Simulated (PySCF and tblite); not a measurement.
Values are calculated unless marked as measured or tabulated.
System: C₄H₇BO₃, numbered as in [CH3:1][C:2](=[O:3])/[CH:4]=[CH:5]/[B:6]([OH:7])[OH:8].

For the rotation about the B6–O7 bond (torsion C5–B6–O7–H from 180° to 360°, rising): electronic barrier 7.00 kcal/mol, zero-point change -1.07 kcal/mol, thermal and entropy terms at 298.15 K a further 0.00 kcal/mol (symmetry numbers apart). The minimum is Cs, the saddle C1. Level: BP86/pcSseg-1 + D3(BJ) on GFN2-xTB stationary points, with GFN2-xTB thermal terms. Rate constants are transition-state-theory values, counting equivalent paths, without tunnelling. Programs: tblite and PySCF.

How many equivalent paths lead out of the minimum?

2: the symmetry number of the minimum is 1, that of the saddle displaced along its mode 1, and the displaced saddle is chiral while the minimum is not, which doubles the count.

Work out the rate at 298.15 K.

ΔG‡ = 5.93 kcal/mol; k_B T/h = 6.2×10¹² s⁻¹; exp(−ΔG‡/RT) = 4.5×10⁻⁵; times 2 gives k = 5.6×10⁸ s⁻¹.
